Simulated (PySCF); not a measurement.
AlF2Cl, SMILES [F][Al]([F])[Cl]. Coordinates come from a PBE0-D3(BJ)/def2-SVP optimisation.

Q: Give the equilibrium geometry at PBE0-D3(BJ)/def2-SVP (PySCF confirms it by a frequency run) as a Z-matrix, and its point group. (An estimate is asked for; the answer gives what the named calculation found.)

A: point group C2v.
```
Al
F 1 1.6464
F 1 1.6464 2 119.00
Cl 1 2.0662 2 120.50 3 180.00
```
